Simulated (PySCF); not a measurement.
PySCF 2.14 output of an unrestricted PBE0 calculation on a single atom or ion in aug-cc-pwCVTZ-PP with ECP60MDF (8s8p7d4f3g, 122 functions), with scalar relativity through the core potential:

```
SCF conv_tol = 1e-09
number electrons alpha = 7  beta = 4
    C. Adamo and V. Barone.,  J. Chem. Phys. 110, 6158 (1999)
    M. Ernzerhof and G. E. Scuseria.,  J. Chem. Phys. 110, 5029 (1999)
cycle= 1 E= -65.4578042749497  delta_E= -0.00325  |g|= 0.0108  |ddm|= 0.114
cycle= 2 E= -65.4578356110873  delta_E= -3.13e-05  |g|= 0.00266  |ddm|= 0.00879
cycle= 3 E= -65.4578374709879  delta_E= -1.86e-06  |g|= 0.000449  |ddm|= 0.00259
cycle= 4 E= -65.4578375258571  delta_E= -5.49e-08  |g|= 7.36e-06  |ddm|= 0.000368
cycle= 5 E= -65.4578375258731  delta_E= -1.59e-11  |g|= 3.65e-07  |ddm|= 1e-05
converged SCF energy = -65.4578375258731  <S^2> = 3.7514032  2S+1 = 4.0007015
```

The run itself started from symmetry-adapted Hartree-Fock orbitals and held the occupation by maximum overlap, on a logarithmic radial grid, so the iterations belong to that start.

**Question.** Which element, charge and spin multiplicity is this?

**Answer.** W³⁺ (tungsten, charge +3), multiplicity 4; the state was [Xe] 4f14 5d3, high-spin 4F determinant.

Energies and moments cover only the electrons outside the core potential. Spin-orbit coupling, absent here, splits the open shell strongly.
